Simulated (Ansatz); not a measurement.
CH5ClGeSe, SMILES `[CH3][GeH]([Cl])[SeH]`. The species carries charge 0 and has multiplicity 1. The structure was optimised at the PBE0-D4/def2-TZVP level. It is one conformer, not always the lowest.

```xyz
9

C     0.328   -1.173   -0.279
Ge    0.225    0.562    0.582
Cl    1.728    1.806   -0.357
Se   -1.896    1.540    0.363
H    -0.396   -1.851    0.173
H     0.109   -1.064   -1.341
H     1.335   -1.576   -0.162
H     0.538    0.563    2.085
H    -1.972    1.193   -1.063
```

(1) What is the dipole moment at PBE/def2-TZVPP? (Estimate.)

(2) And with r2SCAN, B3LYP, ωB97M-V? (An estimate is asked.)

(3) Give the Mulliken charges with PBE, r2SCAN, B3LYP in def2-TZVPP. (An estimate is asked.)

## Answers

(1) Computed: 2.30 D, with components (-0.61, -2.22, -0.01) D in this frame, pointing from negative to positive charge.

(2) The calculation gave: r2SCAN 2.40 D, B3LYP 2.35 D, ωB97M-V 2.36 D.

(3) Ansatz gave: 
```json
{"atom": "C1", "PBE": "-0.34", "r2SCAN": "-0.26", "B3LYP": "-0.35"}
{"atom": "Ge2", "PBE": "0.45", "r2SCAN": "0.48", "B3LYP": "0.48"}
{"atom": "Cl3", "PBE": "-0.31", "r2SCAN": "-0.33", "B3LYP": "-0.32"}
{"atom": "Se4", "PBE": "-0.23", "r2SCAN": "-0.25", "B3LYP": "-0.23"}
{"atom": "H5", "PBE": "0.12", "r2SCAN": "0.10", "B3LYP": "0.12"}
{"atom": "H6", "PBE": "0.12", "r2SCAN": "0.09", "B3LYP": "0.12"}
{"atom": "H7", "PBE": "0.13", "r2SCAN": "0.10", "B3LYP": "0.12"}
{"atom": "H8", "PBE": "0.01", "r2SCAN": "0.01", "B3LYP": "0.01"}
{"atom": "H9", "PBE": "0.07", "r2SCAN": "0.07", "B3LYP": "0.06"}
```

B3LYP here is the variant with VWN-RPA as its local correlation; programs differ in this.
